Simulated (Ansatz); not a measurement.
Reaction (formal exchange of groups at the Si–C bond): `CO[SiH](O)C=O` + CH₄ → `CO[SiH](C)O` + `C=O`

Computed with Ansatz on PBE0-D4/def2-TZVP structures; ΔE is electronic, products minus reactants. CBS: MP2 limit from def2 TZ/QZ plus the TZ coupled-cluster correction, frozen cores. This one scheme is used for every species. DFT in def2-TZVPP. B3LYP here is the variant with VWN-RPA as its local correlation; programs differ in this. Each species was taken in one conformer, which may not be the lowest.

`CO[SiH](O)C=O`:

```xyz
12

C     1.418   -0.877   -1.306
O     0.920   -0.204   -0.169
Si   -0.602    0.347    0.011
O    -1.745   -0.794    0.241
C    -0.553    1.322    1.664
O    -1.247    0.928    2.573
H     2.507   -0.838   -1.278
H     1.075   -0.404   -2.234
H     1.101   -1.924   -1.306
H    -0.980    1.141   -1.185
H    -1.997   -0.906    1.164
H     0.102    2.208    1.825
```

CH₄:

```xyz
5

C     0.000    0.000    0.000
H     0.153    0.667   -0.848
H    -0.963   -0.500   -0.101
H     0.014    0.578    0.924
H     0.795   -0.744    0.025
```

`CO[SiH](C)O`:

```xyz
13

C     1.457   -1.143    1.095
O     0.647   -0.838   -0.013
Si   -0.484    0.349   -0.008
C    -1.297    0.313   -1.664
O     0.175    1.844    0.209
H     1.963   -2.091    0.904
H     2.218   -0.371    1.256
H     0.866   -1.249    2.014
H    -1.415    0.095    1.133
H    -0.572    0.557   -2.443
H    -1.705   -0.678   -1.874
H    -2.109    1.042   -1.713
H     0.257    2.169    1.105
```

`C=O`:

Z-matrix (Å, degrees):
```
C
O 1 1.195
H 1 1.109 2 122.0
H 1 1.109 2 122.0 3 -180.0
```

| level | ΔE (kJ/mol) | difference from CCSD(T)/CBS |
| --- | --- | --- |
| r2SCAN-D4 | -10.1 | 1.5 |
| B3LYP-D4 | -7.9 | 3.7 |
| ωB97M-V | -11.2 | 0.4 |
| PBE | -7.5 | 4.1 |
| r2SCAN | -10.1 | 1.5 |
| HF/def2-QZVPP | -14.6 | -3.0 |
| SCS-MP2/def2-QZVPP | -13.0 | -1.4 |
| HF/CBS(def2) | -14.6 | -3.0 |
| MP2/CBS(def2) | -13.8 | -2.2 |
| CCSD/CBS(def2) | -13.1 | -1.5 |
| CCSD(T)/CBS | -11.6 | 0 |

Largest T1 diagnostic among the species: 0.015.

From PBE to PBE0 (25 % exact exchange), in def2-TZVPP and without D4, ΔE moves by −4.1 kJ/mol.
